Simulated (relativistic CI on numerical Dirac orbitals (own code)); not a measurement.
# d6 in a ligand field

Computed with a parametric ligand-field model of a d^n configuration (Racah B and C, spin-orbit zeta, crystal field), exact diagonalisation.

Field parameters in Wybourne normalisation: Oh B⁴₀ = 21Dq, B⁴₄ = √(5/14) B⁴₀. The field is a parameter set, without covalency.

B = 830 cm⁻¹, C = 3430 cm⁻¹ (C/B = 4.13), Oh, no spin-orbit coupling. Tanabe-Sugano data, E/B above the lowest term (Δ = |10Dq|; b, c mark the second and third term of a kind):

```tsv
Δ/B	5T2	5E	3T1	3T2	3T1(b)	1A1	1T1
1.0	0.00	1.00	20.28	20.59	21.22	29.93	30.37
5.0	0.00	5.00	17.58	19.74	21.56	23.45	27.09
9.0	0.00	9.00	14.09	17.73	21.58	16.17	23.42
13.0	0.00	13.00	10.43	15.03	21.59	8.65	19.64
17.0	0.00	17.00	6.68	11.94	21.61	1.01	15.81
21.0	6.70	27.70	9.59	15.30	28.32	0.00	18.64
25.0	14.47	39.47	13.51	19.58	36.10	0.00	22.50
29.0	22.27	51.27	17.45	23.78	43.91	0.00	26.39
33.0	30.11	63.11	21.40	27.93	51.75	0.00	30.29
37.0	37.96	74.96	25.35	32.05	59.61	0.00	34.20
41.0	45.84	86.84	29.31	36.15	67.49	0.00	38.13
45.0	53.73	98.73	33.28	40.22	75.38	0.00	42.06
```

The ground term changes from 5T2 to 1A1 between Δ/B = 17.0 and 21.0.
